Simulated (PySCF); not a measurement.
## MF anions for M along the fourth-period p block

MP2 with double-zeta basis sets in PySCF, for the lowest determinant that a PBE0 search found; no spin–orbit coupling. De refers to high-spin ground-configuration atoms (the charge goes to the atom of lower measured ionisation energy or higher electron affinity, which is not always the lowest computed limit).

```tsv
M	basis	reference, frozen orbitals	charged atom	state (unpaired electrons)	Re (Å)	ωe (cm⁻¹)	De (eV)
Ge	aug-cc-pVDZ-PP/aug-cc-pVDZ	UHF, 5	F−	triplet (π ↑↑)	1.889	487	2.75
As	aug-cc-pVDZ-PP/aug-cc-pVDZ	UHF, 5	F−	doublet (π ↑)	1.877	530	1.16
Se	aug-cc-pVDZ-PP/aug-cc-pVDZ	RHF, 5	F−	singlet (closed shell)	1.881	555	2.04
```

The shortest bond is that of AsF⁻ (1.877 Å), the longest that of GeF⁻ (1.889 Å). GeF⁻ is bound most strongly (2.75 eV) and AsF⁻ least (1.16 eV).

The state changes along the series, so neighbouring rows are not always alike in their bonding.

Correlated steps freeze 5 core orbitals. Correlated levels converge slowly with the basis: in double zeta they bind strong bonds too weakly, by up to about 1 eV, and carry superposition errors of some tenths. For an ion De counts to the pair picked by the measured ionisation energies or electron affinities, which need not be the lowest pair at this level. Where the molecule has an RHF reference, its open-shell atoms are computed with UHF. States were picked by a PBE0 search and need not be the measured ground states.
